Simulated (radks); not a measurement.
Task: Ionisation of the terbium ion Tb44+, [Ar] 3d3, to [Ar] 3d2 as the strength of local exchange is varied. Calculated with a radial shooting solver on a logarithmic mesh with Libxc functionals: Dirac Kohn-Sham, Slater X-alpha exchange (alpha = 2/3 is LDA exchange), no correlation, spin-unpolarised, spherical densities, point nucleus; open shells fill j = l - 1/2 first.

alpha  E(Tb44+) (hartree)  exchange (hartree)  IE (eV)  -e of the level emptied (eV)  <r> of it (bohr)
0.58          -10069.6606           -135.0066   3556.3                3497.1 (3d3/2)            0.1951
0.667         -10089.9261           -155.4798   3573.5                3514.3 (3d3/2)            0.1947
0.715         -10101.1194           -166.8002   3583.0                3523.8 (3d3/2)            0.1944
0.807         -10122.5980           -188.5470   3601.2                3542.1 (3d3/2)            0.1940
0.893         -10142.7052           -208.9342   3618.3                3559.2 (3d3/2)            0.1935
0.928         -10150.8965           -217.2476   3625.3                3566.2 (3d3/2)            0.1933
0.966         -10159.7951           -226.2843   3632.8                3573.8 (3d3/2)            0.1931
?             -10093.1899           -158.7798   3576.3                3517.1 (3d3/2)            0.1946

Which alpha was used in the last row?

Result: alpha = 0.681. NIST Atomic Spectra Database: 3573 eV (theoretical). The Delta-SCF value meets it near alpha = 0.66. Spin polarisation and multiplet splitting are left out, so open shells lie too high by an amount that depends on their filling.

Beside tabulated values, note that spin-unpolarised runs miss the spin-polarisation part of the exchange energy of open shells.
